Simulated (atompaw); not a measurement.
## Which setting gave this result? (N, PAW (atompaw))

Base potential:

nitrogen, PAW, made with atompaw 4.2.0.5 (LDA (PW92), non-relativistic). Core [He], reference 2s2 2p3. Waves: 2s (bound): rc 0.85 bohr; 2s channel at 2.45 Ry: rc 0.85 bohr; 2p (bound): rc 2.75 bohr; 2p channel at 1.35 Ry: rc 2.75 bohr. Local part: troulliermartins scheme with l = 2 at 0 Ry, radius 2.00 bohr. Core correction: smooth core density matched at 2.50 bohr. Augmentation charge: sinc compensation charge, radius 2.10 bohr; PAW radius 2.75 bohr; waves and projectors: modrrkj vanderbiltortho.

Cutoffs, loose and tight: the cutoffs (Ry, on a coarse ladder) from which the occupation-weighted sum of valence levels, in a spherical-Bessel basis at the reference potential, stays within 10 and 1 mRy of its value at 400 Ry. They see the waves, projectors and local potential, not the compensation charge or the core.

Only the scale of all radii (base = 1) is moved (1 further runs of the sweep failed or gave no value and are left out):

```
scale of all radii (base = 1)  cutoff, loose  cutoff, tight  bound ghosts
                         0.76          90 Ry         180 Ry             s
                         0.96          45 Ry          70 Ry          none
                         1.03          40 Ry          60 Ry          none
                         1.09          35 Ry          55 Ry          none
                         1.18          12 Ry          45 Ry          none
```

Problem. One more run gave cutoff, loose: 120 Ry; cutoff, tight: 160 Ry; bound ghosts: s. Which value of the scale of all radii (base = 1) was used?

Solution. 0.83. The tight cutoff moves one way along this sweep, from 180 Ry at 0.76 to 45 Ry at 1.18, which places the run between 0.76 and 0.96.
